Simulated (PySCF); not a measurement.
## Working out the ionisation energy of Ir

Ir [Xe] 4f14 5d7 6s2 (4F) → Ir⁺ [Xe] 4f14 5d7 6s1 (5F). Calculation: PySCF 2.14, in aug-cc-pVDZ-PP with ECP60MDF; a scalar-relativistic core potential. Frozen: 5s2 5p6. Energies in hartree (1 hartree = 27.21139 eV):

| part | Ir (lower) | Ir⁺ (upper) |
| --- | --- | --- |
| UHF | -103.622435 | -103.362342 |
| MP2 opposite-spin | -0.131413 | -0.080891 |
| MP2 same-spin | -0.073433 | -0.066537 |

Problem. What does Hartree-Fock give?

Solution. (-103.362342) − (-103.622435) = 0.260093 hartree = 7.077 eV.

Problem. What do MP2 and SCS-MP2 (6/5 opposite-spin, 1/3 same-spin) give?

Solution. The opposite-spin parts differ by 1.375 eV and the same-spin parts by 0.188 eV. MP2: 7.077 + (1.375) + (0.188) = 8.640 eV. SCS-MP2: 7.077 + 1.2 × (1.375) + (0.188)/3 = 8.790 eV.

Measured between the centres of the two terms (NIST): 8.926 eV, so MP2 (valence) is off by -0.286 eV.

A double-zeta basis recovers only part of the correlation energy.

What remains against the reference includes basis incompleteness, the frozen core and correlation beyond second order.
